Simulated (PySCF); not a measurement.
1,2-dichlorocyclobutene (C4H4Cl2), SMILES C1C(=C(C1)Cl)Cl.

The structure is a stationary point at B3LYP-D3(BJ)/def2-SVP.

These are PySCF with TDA-PBE0/def2-SVPD values and carry that method's errors.

Vertical excitations.  State labels are in the subgroup C2v.

Computed lowest excited states:
| state | symmetry | energy (eV) | λ (nm) | f | main pairs |
|---|---|---|---|---|---|
| S1 | B2 | 6.21 | 200 | 0.001 | HOMO→LUMO+1 96 % |
| S2 | B2 | 6.63 | 187 | 0.021 | HOMO→LUMO+2 97 % |
| S3 | B1 | 6.68 | 185 | 0.411 | HOMO→LUMO 89 % |
| S4 | A2 | 6.95 | 178 | 0.000 | HOMO→LUMO+3 89 % |
| S5 | A2 | 7.11 | 174 | 0.000 | HOMO−1→LUMO 99 % |
| S6 | A2 | 7.31 | 170 | 0.000 | HOMO→LUMO+4 89 % |
| S7 | B2 | 7.42 | 167 | 0.000 | HOMO−2→LUMO 81 %, HOMO→LUMO+5 17 % |
| S8 | B2 | 7.54 | 165 | 0.001 | HOMO→LUMO+5 79 %, HOMO−2→LUMO 17 % |
| S9 | A1 | 7.80 | 159 | 0.005 | HOMO→LUMO+6 98 % |
| S10 | A1 | 8.11 | 153 | 0.012 | HOMO−1→LUMO+1 89 % |
| T1 | B1 | 3.94 | 315 | 0 | HOMO→LUMO 95 % |
| T2 | B2 | 5.70 | 217 | 0 | HOMO→LUMO+1 91 % |
| T3 | A2 | 6.48 | 191 | 0 | HOMO→LUMO+3 60 %, HOMO→LUMO+4 25 % |
| T4 | B2 | 6.53 | 190 | 0 | HOMO→LUMO+2 96 % |
Triplets are in the Tamm–Dancoff approximation.
